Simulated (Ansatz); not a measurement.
Reaction (formal exchange of groups at a Ge–C bond): `C=C[CH2][Ge]([CH3])([F])[O]C` + `CCS` → `C[O][Ge]([CH3])([F])[SH]` + `C=CCCC`

Gas-phase electronic energies from Ansatz, PBE0-D4/def2-TZVP geometries. CBS: MP2 limit from def2 TZ/QZ plus the TZ coupled-cluster correction, frozen cores. DFT in def2-TZVPP. B3LYP here is the variant with VWN-RPA as its local correlation; programs differ in this. For Ge outer-core shells are correlated without core-valence functions, which leaves a few kJ/mol of doubt a bond. Scalar relativity is left out up to krypton. One conformer a species, not always the lowest.

`C=C[CH2][Ge]([CH3])([F])[O]C`:

```xyz
19

C    -1.191    0.521    2.808
C    -1.355    0.746    1.510
C    -0.260    1.024    0.542
Ge    0.204   -0.578   -0.484
C    -1.205   -1.764   -1.045
F     1.285   -1.470    0.562
O     1.152   -0.180   -1.924
C     2.326    0.590   -1.809
H    -2.034    0.299    3.451
H    -0.209    0.548    3.269
H    -2.360    0.700    1.095
H     0.653    1.341    1.051
H    -0.542    1.801   -0.175
H    -1.768   -2.110   -0.178
H    -1.880   -1.250   -1.731
H    -0.766   -2.621   -1.556
H     2.755    0.701   -2.807
H     3.070    0.107   -1.166
H     2.125    1.595   -1.414
```

`CCS`:

```xyz
9

C     0.177    0.414   -0.852
C    -0.581   -0.128    0.342
S     0.408   -0.245    1.857
H     0.598    1.396   -0.633
H    -0.486    0.505   -1.718
H     0.999   -0.249   -1.128
H    -1.404    0.537    0.614
H    -1.020   -1.104    0.127
H     1.309   -1.125    1.391
```

`C[O][Ge]([CH3])([F])[SH]`:

```xyz
13

C    -0.154    0.642   -2.111
O    -0.738    0.479   -0.835
Ge    0.143   -0.293    0.476
C    -0.981   -0.257    2.033
F     0.438   -1.938   -0.020
S     2.176    0.556    0.714
H     0.836    1.109   -2.049
H    -0.808    1.292   -2.694
H    -0.059   -0.317   -2.631
H    -1.077    0.768    2.393
H    -0.543   -0.876    2.815
H    -1.967   -0.639    1.767
H     2.732   -0.525    0.141
```

`C=CCCC`:

```xyz
15

C     2.617   -0.015   -0.406
C     1.533    0.547    0.111
C     0.146    0.380   -0.410
C    -0.800   -0.247    0.611
C    -2.221   -0.372    0.093
H     3.599    0.139    0.026
H     2.559   -0.649   -1.285
H     1.636    1.173    0.996
H    -0.254    1.361   -0.698
H     0.164   -0.229   -1.320
H    -0.790    0.355    1.527
H    -0.415   -1.233    0.892
H    -2.881   -0.825    0.836
H    -2.259   -0.992   -0.807
H    -2.634    0.608   -0.166
```

| level | ΔE (kJ/mol) | difference from CCSD(T)/CBS |
| --- | --- | --- |
| PBE-D4 | -68.7 | -0.9 |
| r2SCAN-D4 | -71.8 | -4.0 |
| PBE0-D4 | -71.0 | -3.2 |
| B3LYP-D4 | -69.0 | -1.2 |
| ωB97X-V | -70.3 | -2.5 |
| ωB97M-V | -70.4 | -2.6 |
| PBE | -70.4 | -2.6 |
| r2SCAN | -72.6 | -4.8 |
| PBE0 | -72.7 | -4.9 |
| B3LYP | -71.6 | -3.8 |
| HF/def2-TZVPP | -77.8 | -10.0 |
| SCS-MP2/def2-TZVPP | -68.9 | -1.1 |
| HF/def2-QZVPP | -77.8 | -10.0 |
| SCS-MP2/def2-QZVPP | -68.5 | -0.7 |
| HF/CBS(def2) | -77.8 | -10.0 |
| CCSD/CBS(def2) | -68.5 | -0.7 |
| CCSD(T)/CBS | -67.8 | 0 |

Largest T1 diagnostic among the species: 0.012.

In def2-TZVPP, CCSD(T) changes the Hartree–Fock value by +9.2 kJ/mol (the triples alone add +0.7 kJ/mol) and MP2 by +8.9 kJ/mol.
